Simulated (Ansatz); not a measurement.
AlH3F4, closed shell: at the end structure of a reaction step.

Input (in.yaml):

```yaml
crystal:
  periodic: [false, false, false]
  atoms:
    - {symbol: Al, position_ang: [-0.870930, -0.611400, -0.276677]}
    - {symbol: H, position_ang: [0.416131, 0.537794, -1.334010]}
    - {symbol: F, position_ang: [-0.421502, -1.931779, -1.124303]}
    - {symbol: F, position_ang: [-2.123048, 0.318440, -0.757872]}
    - {symbol: H, position_ang: [1.000922, 0.489226, 1.608170]}
    - {symbol: F, position_ang: [-0.392431, -0.507772, 1.306997]}
    - {symbol: H, position_ang: [0.738069, 0.664581, -0.651998]}
    - {symbol: F, position_ang: [1.652889, 1.041110, 1.229794]}
basis:
  gaussian: {orbitals: def2-TZVPP}
hamiltonian: {xc: r2scan, dispersion: d4}
```

Command:

```bash
ansatz run in.yaml --threads 4 --pin off --events-out ev --progress --plain --max-ram 9574MiB
```

The run's output (Ansatz 0.2.0):

```
Functional definition: r2SCAN
  name "r2SCAN"
  cite "Furness, Kaplan, Ning, Perdew & Sun, J. Phys. Chem. Lett. 11, 8208 (2020) doi:10.1021/acs.jpclett.0c02405"
  cite "Furness, Kaplan, Ning, Perdew & Sun, J. Phys. Chem. Lett. 11, 9248 (2020) doi:10.1021/acs.jpclett.0c03077"
  parent r2scan
  parameter k0 = 0.174
  parameter k1 = 0.065
  parameter a1 = 4.9479
  exchange = r2scan_x(k0 = k0, k1 = k1, a1 = a1)
  correlation = r2scan_c
1070 factors; their error is unknown
mean field evaluation 1: about -17512.4982 eV, gradient 7.2e1 eV
mean field evaluation 2: about -17495.2448 eV, gradient 1.3e2 eV
mean field evaluation 4: about -17519.4430 eV, gradient 5.1e0 eV
mean field evaluation 8: about -17519.4814 eV, gradient 1.8e-1 eV
mean field evaluation 16: about -17519.4717 eV, gradient 2.6e-4 eV
mean field -17519.47166909 eV, -643.8287087148 hartree, gradient 3.9e-5 eV, S^2 0.000000; 0 other end points of the search recorded, 0 dependent functions left out
reference -17519.47168083 eV, -643.8287091462 hartree; 26, 26 occupied and 182, 182 virtual orbitals, 1070 factors
Total energy: -17519.49752053 eV, -643.8296587376 hartree
```

The lines “mean field evaluation” count trial sets of orbitals through the whole run, from several starts and some on an approximate energy, so they need not fall steadily or lie above the final value.

Hardware: 4 CPU threads of an Intel Xeon 6975P-C, shared host. Wall time about 1.2 s.
